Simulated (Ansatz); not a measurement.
Reaction (redistribution): `C[BH][AlH][OH]` + `CO[SiH2]S` → `C[BH][AlH2]` + `OCO[SiH2]S`

Program: Ansatz. Geometries: PBE0-D4/def2-TZVP. ΔE: electronic, gas phase. CCSD(T)/CBS adds triple-zeta CCSD(T) − MP2 to the extrapolated MP2 energy (def2 sets, frozen cores). This one scheme is used for every species. Functionals use def2-TZVPP. Each species was taken in one conformer, which may not be the lowest.

| level | ΔE (eV) |
| --- | --- |
| ωB97M-V | 1.84 |
| PBE | 1.79 |

Question: What does CCSD(T)/CBS give? (Estimate.)

Answer: The calculation gave: +1.92 eV. The listed levels differ from it by -0.08, -0.13 eV.

Largest T1 diagnostic among the species: 0.012.

The D4 term adds −0.05 eV with B3LYP and −0.03 eV with PBE0; it sums over pairs of atoms, weighted by their polarisabilities, and B3LYP, whose exchange is more repulsive, gets the larger term.

B3LYP here is the variant with VWN-RPA as its local correlation; programs differ in this.
